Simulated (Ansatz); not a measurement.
C2H8B2Si (`BC1(B)C[SiH2]1`), relaxed with RKS PBE0-D4/def2-TZVP in Ansatz 0.2.0 from a PBE-D4/def2-SVP geometry. The force threshold is 0.005 eV/Å; the program also tests the step.

The species carries charge 0 and has multiplicity 1.

Start:

```xyz
13

B     0.346    1.523   -0.610
C    -0.453    0.285   -0.153
B    -1.093    0.264    1.251
C    -0.430   -0.991   -1.002
Si    1.026   -0.919    0.163
H     0.530    2.445    0.161
H     0.805    1.584   -1.742
H    -1.783   -0.681    1.606
H    -0.905    1.190    2.016
H    -0.208   -0.870   -2.077
H    -1.201   -1.750   -0.783
H     2.362   -0.439   -0.299
H     1.004   -1.641    1.470
```

| step | energy (eV) | largest force (eV/Å) | largest move (Å) |
| --- | --- | --- | --- |
| 1 | -11426.5590 | 0.477 | 0.000 |
| 2 | -11426.6078 | 0.318 | 0.025 |
| 3 | -11426.6150 | 0.090 | 0.019 |
| 4 | -11426.6156 | 0.075 | 0.021 |
| 5 | -11426.6159 | 0.048 | 0.016 |
| 6 | -11426.6163 | 0.035 | 0.008 |
| 7 | -11426.6164 | 0.007 | 0.006 |
| 8 | -11426.6164 | 0.007 | 0.002 |
| 9 | -11426.6164 | 0.001 | 0.001 |

End:

```xyz
13

B     0.335    1.523   -0.605
C    -0.422    0.282   -0.134
B    -1.087    0.271    1.241
C    -0.407   -0.991   -0.986
Si    1.022   -0.925    0.160
H     0.492    2.441    0.144
H     0.785    1.580   -1.718
H    -1.763   -0.661    1.588
H    -0.926    1.192    1.985
H    -0.207   -0.853   -2.044
H    -1.187   -1.716   -0.771
H     2.352   -0.481   -0.302
H     1.011   -1.661    1.440
```

Hardware: 4 threads of an Arm Neoverse V1 on a shared host. Wall time 35 s, peak host memory 0.56 GiB.
